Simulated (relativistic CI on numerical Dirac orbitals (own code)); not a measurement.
Cu²⁺ in a cubic cluster: 3s photoemission with charge transfer

Computed with a charge-transfer multiplet model of a cubic metal-ligand cluster with up to one ligand hole, Slater and spin-orbit integrals from Dirac-Coulomb-Breit ions, Slater integrals scaled by 0.9. The ground state mixes d9 with configurations of k ligand holes L, whose averages lie at kΔ + k(k − 1)U_dd/2; a core hole lowers each added d electron by U_cd. 20 K, Lorentzian 1.4 eV and Gaussian 0.8 eV FWHM.

Atomic integrals in eV (Slater integrals scaled, ζ unscaled), ground: F2dd 12.450, F4dd 7.768, zeta_d 0.099; with the core hole: F2dd 12.450, F4dd 7.768, zeta_d 0.112, G2cd 12.629.

Cluster parameters (eV): Δ = 1.6, U_dd = 6.7, 10Dq = 0.9, 10Dq(ligand) = 0.3, V(eg) = 1.4, V(t2g) = -0.72, final-state hopping factor = 0.9.

```
          Case   n_d    d9  d10L     S
 U_cd = 6.5 eV  9.21  0.79  0.21  0.50
 U_cd = 7.1 eV  9.21  0.79  0.21  0.50
 U_cd = 8.3 eV  9.21  0.79  0.21  0.50
 U_cd = 9.5 eV  9.21  0.79  0.21  0.50
U_cd = 10.1 eV  9.21  0.79  0.21  0.50
```

Weights, n_d and S are thermal averages at 20 K. Binding energies count from the first peak over 30 % of the highest in each spectrum, which can be another peak from case to case. The parameters are a model scan and need not match a compound or its usual spin state. Peaks in eV (height, largest 100):
- U_cd = 6.5 eV: 0.0 (100), 4.1 (78), 8.9 (36)
- U_cd = 7.1 eV: 0.0 (100), 4.6 (89), 9.4 (39)
- U_cd = 8.3 eV: 0.0 (91), 5.6 (100), 10.5 (41)
- U_cd = 9.5 eV: 0.0 (79), 6.7 (100), 11.7 (39)
- U_cd = 10.1 eV: 0.0 (74), 7.3 (100), 12.3 (38)

Curve for U_cd = 6.5 eV (points under 2 left out, the grid thinned):

```tsv
E (eV)	Intensity
-3.5	5.4
-3.1	6.6
-2.8	8.0
-2.4	10.5
-2.0	14.5
-1.7	19.2
-1.3	29.7
-0.9	48.6
-0.6	68.9
-0.2	94.6
0.2	97.7
0.5	82.2
0.9	55.4
1.3	36.4
1.6	28.4
2.0	23.8
2.4	24.0
2.7	27.6
3.1	38.4
3.5	57.1
3.8	71.9
4.2	77.8
4.5	67.6
4.9	46.1
5.3	29.2
5.6	21.4
6.0	15.4
6.4	12.3
6.7	11.3
7.1	11.3
7.5	13.1
7.8	16.3
8.2	23.6
8.6	32.7
8.9	36.1
9.3	31.7
9.7	21.8
10.0	15.4
10.4	9.9
10.8	6.8
11.1	5.4
11.5	4.1
11.9	3.3
12.2	2.8
12.6	2.4
```

For the case U_cd = 8.3 eV, Δ = 1.6 eV is smaller than U_dd = 6.7 eV, the charge-transfer side of the Zaanen-Sawatzky-Allen scheme. With the core hole the configuration with one ligand hole lies at Δ − U_cd = -4.9, -5.5, -6.7, -7.9, -8.5 eV from the one without, in the order of the table; where this is negative the screened configuration lies lower.

Without intra-shell correlation the exchange splitting of the 3s hole comes out too large.
